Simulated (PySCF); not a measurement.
Can point charges reproduce the dipole moment of `C[N+]1(C)[AlH2-][CH2]C[C@H]1B(O)O`?

Coordinates (PBE0-D3(BJ)/def2-SVP, Å) and charges (e) from the PBE0/pcSseg-1 density (PySCF):

| atom | x | y | z | Mulliken | IAO | Hirshfeld | ESP-fitted |
| --- | --- | --- | --- | --- | --- | --- | --- |
| C1 | -1.842 | -0.918 | -0.503 | -0.0874 | -0.3028 | -0.0578 | -0.4253 |
| N2 | -0.804 | -0.152 | 0.201 | -0.7789 | -0.1889 | -0.0217 | +0.0746 |
| C3 | -0.623 | -0.676 | 1.563 | -0.0979 | -0.3039 | -0.0585 | -0.5104 |
| Al4 | -1.337 | 1.856 | 0.328 | +0.7575 | +0.5817 | +0.3265 | +0.6419 |
| C5 | 0.579 | 2.362 | 0.048 | -0.5550 | -0.6209 | -0.2298 | -0.4128 |
| C6 | 1.353 | 1.043 | -0.020 | -0.2273 | -0.2263 | -0.0718 | -0.1257 |
| C7 | 0.482 | -0.107 | -0.560 | -0.2673 | -0.1808 | -0.0464 | -0.0977 |
| B8 | 1.274 | -1.484 | -0.716 | +0.6204 | +0.4944 | +0.2485 | +0.6237 |
| O9 | 2.570 | -1.509 | -1.132 | -0.4042 | -0.5462 | -0.2550 | -0.6943 |
| O10 | 0.670 | -2.678 | -0.467 | -0.4200 | -0.5434 | -0.2290 | -0.7053 |
| H11 | -1.983 | -0.499 | -1.508 | +0.1423 | +0.1557 | +0.0512 | +0.1483 |
| H12 | -1.572 | -1.982 | -0.576 | +0.1403 | +0.1505 | +0.0364 | +0.1691 |
| H13 | -2.793 | -0.818 | 0.041 | +0.1424 | +0.1509 | +0.0558 | +0.1619 |
| H14 | -0.268 | -1.718 | 1.541 | +0.1357 | +0.1460 | +0.0369 | +0.1867 |
| H15 | 0.096 | -0.054 | 2.113 | +0.1478 | +0.1491 | +0.0528 | +0.1770 |
| H16 | -1.580 | -0.623 | 2.098 | +0.1460 | +0.1588 | +0.0537 | +0.1864 |
| H17 | -2.294 | 2.042 | -0.955 | -0.2677 | -0.2323 | -0.2029 | -0.3318 |
| H18 | -2.032 | 1.976 | 1.773 | -0.2682 | -0.2283 | -0.1999 | -0.3247 |
| H19 | 0.652 | 2.885 | -0.922 | +0.1280 | +0.1320 | +0.0204 | +0.0783 |
| H20 | 1.019 | 3.038 | 0.798 | +0.1239 | +0.1349 | +0.0226 | +0.0776 |
| H21 | 1.737 | 0.768 | 0.978 | +0.1228 | +0.1225 | +0.0325 | +0.0667 |
| H22 | 2.254 | 1.125 | -0.660 | +0.1063 | +0.1095 | +0.0321 | +0.0480 |
| H23 | 0.188 | 0.185 | -1.589 | +0.1567 | +0.1520 | +0.0488 | +0.0941 |
| H24 | 2.947 | -0.631 | -1.248 | +0.2461 | +0.3681 | +0.1715 | +0.4226 |
| H25 | 1.275 | -3.414 | -0.618 | +0.2577 | +0.3679 | +0.1837 | +0.4711 |

Task: Compute μ = Σ q r for each scheme (1 e·Å = 4.803 D) and compare with the dipole of the full density.

Result: The full density gives (2.79, -3.74, -0.60) D, 4.71 D in size; dipole vectors point from the negative to the positive end.

```
    scheme    μx     μy     μz  size (D)  share of the full size (%)  angle to the full dipole (°)
  Mulliken  1.44  -4.59  -0.23      4.82                         102                            20
       IAO  1.20  -3.75  -0.46      3.97                          84                            19
 Hirshfeld  1.73  -4.19  -0.46      4.56                          97                            14
ESP-fitted  2.71  -3.69  -0.57      4.61                          98                             0
```

Task: Which set comes closest?

Result: Length of the difference vector: ESP-fitted 0.10 D, Hirshfeld 1.16 D, IAO 1.59 D, Mulliken 1.64 D. Closest: ESP-fitted. The schemes that divide the density aren't constrained to reproduce the dipole.

Task: What is left for the Hirshfeld atoms' own dipoles?

Result: The Hirshfeld atoms' densities add up to the full density, so μ = Σ q r + Σ (atomic dipoles). The atomic dipoles sum to (2.79, -3.74, -0.60) − (1.73, -4.19, -0.46) = (1.06, 0.45, -0.14) D, 1.16 D in size.

Task: With the origin at the mean of the coordinates, (-0.001, 0.001, 0.000) Å, which are the largest single terms, by size, of the Mulliken dipole along the direction of the full one?

Result: Al4 -8.40, B8 +6.04, O9 -5.57, O10 -5.22, H25 +4.40 D; all 25 atoms together +4.53 D. The single terms depend on the origin, their sum doesn't.

Task: Give the size of the full dipole in other units.

Result: 4.71 D = 1.852 au = 0.980 e·Å = 15.70 × 10⁻³⁰ C·m.

Geometry: PBE0-D3(BJ)/def2-SVP, one conformer, isolated molecule.
